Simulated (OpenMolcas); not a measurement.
# Pt7+: CASPT2 settings compared

- Program: OpenMolcas
- Basis: ANO-RCC-VQZP [9s8p6d4f2g1h]
- Scalar Hamiltonian: DKH4, point nucleus
- Active space: 3 electrons in 10 orbitals (5d 6d)
- State averaging: 2S+1 = 4 even, 10 roots; 2S+1 = 2 even, 35 roots kept (CI in the orbitals of an earlier block)
- Spin-orbit coupling: state interaction with AMFI integrals over the reference wave functions, term energies averaged over their components

Methods on the same reference wave functions:
A. CASSCF
B. SS-CASPT2, IPEA 0.1 Eh, sigma1 regulariser 0.1 Eh (closed shells correlated: 5s 5p)
C. SS-CASPT2, IPEA 0.4 Eh, no level shift (closed shells correlated: 5s 5p)
D. SS-CASPT2, IPEA 0.6 Eh, imaginary shift 0.05 Eh (closed shells correlated: none)

Energies in cm-1 above 5d3 4F 3/2.

```
            Level      A      B      C      D
       5d3 4F 3/2    0.0    0.0    0.0    0.0
       5d3 4F 5/2   8807   9320   9260   9270
       5d3 4F 7/2  15985  16130  16120  16290
5d3 4P 1/2 [65 %]  23732  21380  21540  21820
5d3 2G 7/2 [75 %]  32176  30630  30810  31360
5d3 2H 9/2 [54 %]  33392  32480  32550  33190
       5d3 4P 5/2  36216  34400  34510  35040
5d3 2P 1/2 [65 %]  41968  38740  38980  38950
      5d3 2H 11/2  44567  42560  42740  43860
```

Among B to D the level of the table that moves most is 5d3 2H 11/2, by 1300 cm-1 (lowest in B, highest in D). Moves below CASPT2's spread within the term are not significant.

From A to B the spin-free energies of the other terms of 5d3 shown, above 4F, scale by factors of 0.79 to 0.88, as is usual when dynamic correlation screens the repulsion within a d or f shell.

The lowest spin-free term lies below A's lowest term by 0.278 hartree in B, 0.272 hartree in C, 0.014 hartree in D.

CASPT2 breaks the degeneracy within a term, and the mean is taken; among the terms shown or strongly mixed into the levels shown the widest spread is 460 cm-1 (5d3 4F, B). Terms from blocks run as CI alone lack orbitals of their own. Active for correlation alone: 6d; no level in the range computed is led by a configuration that fills it, so any true level of that kind is missing. Without dynamic correlation excited terms often stand tens of per cent too high (terms of higher spin than the ground term too low), and those without a measured partner can miss by more than the paired ones (holds for A). Only configurations of the active space appear. The table leaves out levels that lie high or whose names do not pair safely across all columns.

A share in square brackets marks a mixed level and gives the weight of the term that names it, the lowest over the columns.
